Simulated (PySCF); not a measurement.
A structure optimised at r2SCAN-D4/def2-SVP, used in a PySCF frequency run:

```
C
N 1 1.3365
C 2 1.3362 1 118.11
H 3 1.0951 2 118.11 1 180.00
H 1 1.0968 2 117.25 3 180.00
C 1 1.3987 5 120.72 2 180.00
N 6 1.3431 1 119.06 5 180.00
C 7 1.2896 6 118.42 1 0.00
H 6 1.0961 7 118.66 8 180.00
```
Charge 0, spin multiplicity 2.

Question: Write its SMILES, formula and point group.

Answer: [c]1cnccn1, C4H3N2, Cs

Question: What are its rotational constants (standard atomic weights)?

Answer: 6.8516, 6.0613, 3.2161 GHz
